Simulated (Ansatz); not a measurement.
Computed with Ansatz.

A structure relaxed at PBE0-D4/def2-TZVP, charge 0, multiplicity 1:

```xyz
13

C    -0.595   -2.215   -0.039
O    -0.438   -1.000   -0.724
Sn   -0.092    0.660    0.272
C     0.302    2.070   -1.261
Se    1.953    0.300    1.725
H    -0.723   -3.012   -0.777
H     0.280   -2.463    0.576
H    -1.481   -2.217    0.612
H    -1.435    0.940    1.297
H     0.455    3.060   -0.833
H    -0.543    2.093   -1.949
H     1.197    1.763   -1.801
H     1.120    0.020    2.901
```

Question: Give its formula and SMILES.

Answer: C2H8OSeSn, `C[O][SnH]([CH3])[SeH]`.

Question: Point group (tolerance 0.08 Å, 0.16 Å for H)?

Answer: C1.

Question: Summarise the bond lengths by kind.

Answer: 1 × C–O 1.403 Å; 6 × C–H 1.089 to 1.100 Å; 1 × O–Sn 1.967 Å; 1 × C–Sn 2.120 Å; 1 × Se–Sn 2.535 Å; 1 × H–Sn 1.712 Å; 1 × H–Se 1.468 Å.
